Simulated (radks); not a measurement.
Values are calculated unless marked as measured or tabulated.
Species: Lu22+. Configuration: [Kr] 4d10 4f3 (the NIST ground configuration).

Code: a radial shooting solver on a logarithmic mesh with Libxc functionals. Model: scalar-relativistic Kohn-Sham, PBE, spin-polarised, spherical densities, finite nucleus; open shells are filled with parallel spins first (spin-orbit coupling, left out, can overturn this in heavy ions); Fermi nuclear charge, rms radius 5.37 fm.

Energy parts (eV):
total: -390941.09
kinetic: 427561.88
electron-nucleus: -930545.13
Hartree: 119527.66
exchange-correlation: -7485.51

Orbitals (lengths in bohr, moments of r in powers of bohr):
[
 {"orbital": "1s down", "occ.": "1", "eigenvalue (eV)": "-63869.68", "<r>": "0.01932", "<1/r>": "82.19"},
 {"orbital": "1s up", "occ.": "1", "eigenvalue (eV)": "-63869.67", "<r>": "0.01932", "<1/r>": "82.19"},
 {"orbital": "2s up", "occ.": "1", "eigenvalue (eV)": "-11410.59", "<r>": "0.08187", "<1/r>": "19.17"},
 {"orbital": "2s down", "occ.": "1", "eigenvalue (eV)": "-11410.51", "<r>": "0.08186", "<1/r>": "19.17"},
 {"orbital": "2p up", "occ.": "3", "eigenvalue (eV)": "-10117.13", "<r>": "0.07294", "<1/r>": "17.55"},
 {"orbital": "2p down", "occ.": "3", "eigenvalue (eV)": "-10117.08", "<r>": "0.07294", "<1/r>": "17.55"},
 {"orbital": "3s up", "occ.": "1", "eigenvalue (eV)": "-3093.502", "<r>": "0.2124", "<1/r>": "7.098"},
 {"orbital": "3s down", "occ.": "1", "eigenvalue (eV)": "-3090.732", "<r>": "0.2123", "<1/r>": "7.104"},
 {"orbital": "3p up", "occ.": "3", "eigenvalue (eV)": "-2705.070", "<r>": "0.2120", "<1/r>": "6.597"},
 {"orbital": "3p down", "occ.": "3", "eigenvalue (eV)": "-2702.301", "<r>": "0.2118", "<1/r>": "6.602"},
 {"orbital": "3d up", "occ.": "5", "eigenvalue (eV)": "-2238.531", "<r>": "0.1922", "<1/r>": "6.240"},
 {"orbital": "3d down", "occ.": "5", "eigenvalue (eV)": "-2236.428", "<r>": "0.1920", "<1/r>": "6.245"},
 {"orbital": "4s up", "occ.": "1", "eigenvalue (eV)": "-1098.927", "<r>": "0.4597", "<1/r>": "3.139"},
 {"orbital": "4s down", "occ.": "1", "eigenvalue (eV)": "-1094.250", "<r>": "0.4600", "<1/r>": "3.135"},
 {"orbital": "4p up", "occ.": "3", "eigenvalue (eV)": "-964.9846", "<r>": "0.4804", "<1/r>": "2.905"},
 {"orbital": "4p down", "occ.": "3", "eigenvalue (eV)": "-960.4812", "<r>": "0.4809", "<1/r>": "2.901"},
 {"orbital": "4d up", "occ.": "5", "eigenvalue (eV)": "-791.5713", "<r>": "0.4961", "<1/r>": "2.662"},
 {"orbital": "4d down", "occ.": "5", "eigenvalue (eV)": "-787.1359", "<r>": "0.4968", "<1/r>": "2.656"},
 {"orbital": "4f up", "occ.": "3", "eigenvalue (eV)": "-601.0002", "<r>": "0.4939", "<1/r>": "2.382"},
 {"orbital": "4f down", "occ.": "0", "eigenvalue (eV)": "-596.2168", "<r>": "0.4954", "<1/r>": "2.377"}
]

The highest occupied level is 4f up at -601.00 eV. Spin moment in Bohr magnetons: 3. The density falls to 0.001 e/bohr^3 at r = 1.42 bohr. The electron density at the nucleus is 1.176e+06 e/bohr^3 (large components only).
